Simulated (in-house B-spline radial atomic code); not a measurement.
A run on K (an excited or competing configuration) that did not converge. Method: scalar-relativistic (X2C) wB97X, spin-polarised, spherical fractional occupations, Fermi nucleus of rms radius 3.4349 fm; computed with an all-electron radial atomic-structure program (B-spline basis). In the input, 2p2,3 would mean two up and three down electrons.

Command:
```bash
python run_scf.py task.json out
```
Settings (nuclear radius in fm, mass in u):
```
Z                19
configuration    1s2 2s2 2p6 3s2 3p3,2 4s1,0 5d0,1
hamiltonian      x2c
method           wb97x
spin_polarised   True
nucleus          fermi
rms_radius       3.4349
atomic_mass      38.96371
speed_of_light   137.035999084
```

First and last ten iterations of the last attempt (damped for 15 steps, keeping 80 % of the old Fock matrix, then DIIS):
```
 iter        energy (Eh)    residual
    1        -598.827914    2.73e-01
    2        -600.848284    1.10e-01
    3        -601.028858    7.79e-02
    4        -601.122425    5.49e-02
    5        -601.170420    4.01e-02
    6        -601.193850    2.97e-02
    7        -601.209091    2.20e-02
    8        -601.219683    1.62e-02
    9        -601.225025    1.22e-02
   10        -601.227661    9.25e-03
  111        -601.231052    1.42e-03
  112        -601.231012    1.23e-03
  113        -601.231015    1.27e-03
  114        -601.231144    1.56e-03
  115        -601.230981    2.12e-03
  116        -601.230863    1.61e-03
  117        -601.230889    1.17e-03
  118        -601.230023    1.14e-03
  119        -601.229933    1.14e-03
  120        -601.229860    1.06e-03
 not converged after 120 iterations
```

The smallest residual met was 4.0e-04; the threshold is about 2e-07. No energy from this run should be used. Time taken, with all properties: 9.5 s on 1 thread of Arm Neoverse V2, with other jobs on the host.
